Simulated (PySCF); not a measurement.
Computed with PBE-D3(BJ)/def2-TZVP // B3LYP-D3(BJ)/def2-TZVP in PySCF. Gas-phase values, no solvent. One relaxed conformer stands for a flexible species; it need not be the lowest. 

Reference species (SMILES): `C(/CN)=N/[H]` (neutral, multiplicity 1).

```
Item              Value
-------------  --------
LUMO           -1.37 eV
HOMO–LUMO gap   4.15 eV
```

Changed species: `N(/[H])=C(\C)N`.

**Question.** Predict the effect on the LUMO and HOMO–LUMO gap.

**Answer.** the LUMO rises by 1.18 eV, to -0.19 eV; the HOMO–LUMO gap rises by 1.32 eV, to 5.47 eV.
